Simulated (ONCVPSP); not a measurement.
# Before and after: ONCV potential for thallium

Tl, optimised norm-conserving Vanderbilt (ONCV), made with ONCVPSP 4.0.1 (PBEsol, non-relativistic). Core [Xe] 4f14 5d10, reference 6s2 6p1. Waves: 6s: rc 2.45 bohr, ncon 4, nbas 8, qcut 2.5 1/bohr, 1 projector; 6p: rc 2.45 bohr, ncon 4, nbas 8, qcut 3.9 1/bohr, local. Local part: the p channel. Core correction: polynomial model core, fcfact 0.7.

All-electron outer shells of the reference configuration (PBEsol, non-relativistic, ld1.x):

```tsv
shell	level (eV)	outermost node (bohr)	outermost maximum (bohr)
5p	-70.59	0.52	0.94
5d	-18.23	0.54	1.11
6s	-7.54	1.16	2.35
6p	-2.59	1.28	3.02
```

Change: all radii but the core radius scaled by about 1.27 (s 3.10, p 3.10 bohr).

Cutoffs: the cutoffs (Ha) at which the residual kinetic energy of the hardest occupied pseudo-wave falls to 1 and 0.1 mHa per electron; they do not see the model core or the augmentation charge, which bear on the density cutoff. Errors are all-electron minus pseudo energies relative to the spin-unpolarised reference configuration.

Question: How do hardness, ghosts and transferability respond?

Answer: The potential gets softer (8.4 Ha and 26 Ha → 3.9 Ha and 14 Ha); of the 4 tests that both files solve, the error grows in 1 and shrinks in 0 by more than 15 % and 0.3 meV (median size 36.2 → 44.1 meV); neither file shows a bound ghost. A larger radius leaves more room for a smooth pseudo-wave, so fewer plane waves are needed.

| quantity | base | changed |
| --- | --- | --- |
| cutoff, loose | 8.4 Ha | 3.9 Ha |
| cutoff, tight | 26 Ha | 14 Ha |
| loose cutoff by channel | s 8.4 Ha, p 4.1 Ha | s 2.9 Ha, p 3.9 Ha |
| bound ghosts | none | none |
| GHOST(+) flags under 300 eV | none | none |
| error for 6s2 6p0, meV [ΔE 5.33 eV] | -16 | -14 |
| error for 6s1 6p0, meV [ΔE 23.21 eV] | -210 | -229 |
| error for 6s2 6p0.5, meV [ΔE 1.95 eV] | -2.4 | -2.1 |
| error for 6s1 6p1, meV [ΔE 11.05 eV] | -57 | -75 |
| rms error of d²Exc/dni dnj with the model core, mHa | 0.13 | 0.60 |
